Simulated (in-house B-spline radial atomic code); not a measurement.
## KLI/ALDAx excitations of In XLVIII (In47+)

Method: KLI/ALDAx. Computed with a B-spline radial code for spherical atoms: linear response of the closed shell 1s2 with the adiabatic LDA exchange kernel on the exchange-only KLI potential; non-relativistic, point nucleus, no spin-orbit coupling, no double excitations, S, P, D and F terms only.

Without relativity these are model numbers for so heavy an element.

Command:
```bash
python run_td.py task.json out
```
Settings (radii: box in bohr, nucleus in fm):
```
Z                        49
electrons                2
configuration            1s2
hamiltonian              nr
method                   kli
box_radius               2.79
intervals                66
```

Time taken, with all properties: 0.1 s on 1 thread of Intel(R) Xeon(R) Platinum 8259CL CPU @ 2.50GHz (Skylake/Cascade Lake) (shared host).

The lowest states, in the order of their Tamm-Dancoff energies; the method's threshold (minus the highest occupied level) is 31838.45 eV. Labels give the largest channel, * marks a mixed state, and oscillator strengths are full-response dipole values. Semilocal kernels can invert the small singlet-triplet splittings of Rydberg terms. Energies in eV:

```tsv
state	full response	Tamm-Dancoff	oscillator strength
1s → 2s 3S	23926.96	23926.98	-
1s → 2p 3P	23963.81	23963.84	-
1s → 2s 1S	23984.05	23984.17	-
1s → 2p 1P	24007.69	24007.74	0.81
1s → 3s 3S	?	?	-
1s → 3p 3P	?	?	-
1s → 3s 1S	28349.55	28349.58	-
1s → 3d 3D	28352.47	28352.47	-
1s → 3d 1D	28353.09	28353.09	-
1s → 3p 1P	28357.47	28357.48	0.157
```

Where does 1s → 3p 3P lie?

At 28345.78 eV in full response, 28345.79 eV in Tamm-Dancoff.

Where does 1s → 3s 3S lie?

At 28334.53 eV in full response, 28334.54 eV in Tamm-Dancoff.

How large is the singlet-triplet splitting of 1s → 2s (S terms) in Tamm-Dancoff?

57.2 eV, from the unrounded values.

What polarisabilities and dispersion coefficient does the method give?

Dipole 1.608e-06 bohr³, quadrupole 2.294e-09 bohr⁵, C6 1.959e-09 hartree·bohr⁶ for two such species.
